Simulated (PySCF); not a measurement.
C₂H₆AlS (charge -1).
SMILES: `C[C]([AlH3-])=S`

Level: wB97X-D/def2-SVPD in PySCF, non-relativistic, on one gas-phase PBE0-D3(BJ)/def2-SVP geometry that isn't relaxed in the solvent. The solvent is an IEF-PCM continuum (van der Waals radii × 1.2), and excitations are vertical TDDFT with non-equilibrium linear response and a frozen core. Only the electrostatic response of the medium enters.

Gas-phase singlets (H = HOMO, L = LUMO):

```
state  E (eV)  λ (nm)      f  leading configurations
   S1   2.095     592  0.000                 H→L 98%
   S2   4.693     264  0.005    H-4→L 52%, H-2→L 43%
   S3   4.754     261  0.107               H-1→L 95%
   S4   4.861     255  0.003    H-2→L 54%, H-4→L 41%
   S5   4.968     250  0.093    H→L+1 58%, H→L+3 27%
```

Task: How does the list change in chloroform (ε = 4.711)?

Result: 
```csv
state,E (eV),λ (nm),f,leading configurations,change by rank (eV)
S1,2.176,570,0.000,H→L 99%,+0.081
S2,4.796,259,0.003,"H-4→L 86%, H-2→L 10%",+0.103
S3,5.072,244,0.184,H-1→L 94%,+0.318
S4,5.245,236,0.008,"H-2→L 88%, H-4→L 9%",+0.384
S5,5.476,226,0.112,"H→L+1 56%, H→L+3 23%",+0.508
```

Task: What are the lowest 5 singlets in tetrahydrofuran (ε = 7.426)?

Result: 
```json
{"state": "S1", "E (eV)": "2.193", "λ (nm)": "565", "f": "0.000", "leading configurations": "H→L 99%", "change by rank (eV)": "+0.098"}
{"state": "S2", "E (eV)": "4.807", "λ (nm)": "258", "f": "0.002", "leading configurations": "H-4→L 87%, H-2→L 9%", "change by rank (eV)": "+0.114"}
{"state": "S3", "E (eV)": "5.121", "λ (nm)": "242", "f": "0.185", "leading configurations": "H-1→L 93%", "change by rank (eV)": "+0.367"}
{"state": "S4", "E (eV)": "5.300", "λ (nm)": "234", "f": "0.008", "leading configurations": "H-2→L 88%, H-4→L 9%", "change by rank (eV)": "+0.439"}
{"state": "S5", "E (eV)": "5.520", "λ (nm)": "225", "f": "0.109", "leading configurations": "H→L+1 55%, H→L+3 19%", "change by rank (eV)": "+0.552"}
```

Task: The ground-state energy changes by -1.969 eV from gas to tetrahydrofuran. By how much does the total energy of gas-phase S1 change?

Result: E(S1) = E(S0) + excitation energy, so it changes by -1.969 + 0.098 = -1.871 eV: it is lowered less than the ground state, which is what a blue shift means. This is the vertical state, with the slow part of the continuum still set for S0.

Task: How do the frontier levels move from gas to tetrahydrofuran?

Result: 
```tsv
orbital	gas (eV)	solvent (eV)	change (eV)
LUMO+2	5.74	2.86	-2.88
LUMO+1	5.01	2.28	-2.73
LUMO	3.87	0.46	-3.41
HOMO	-3.46	-7.02	-3.56
HOMO-1	-4.77	-8.69	-3.92
HOMO-2	-4.86	-8.80	-3.94
HOMO-3	-6.00	-9.54	-3.54
```

The HOMO–LUMO gap goes from 7.33 to 7.48 eV. Rows go by rank; for LUMO+2 the atom shares or the degeneracy differ between the runs, so the row needn't follow one orbital.

The run took about 15 s of CPU time (one thread, shared machine). This is the whole response run at wB97X-D/def2-SVPD in tetrahydrofuran, SCF included.

wB97X-D is run here without its empirical dispersion term; that term would change no orbital, density or response property at a fixed geometry.
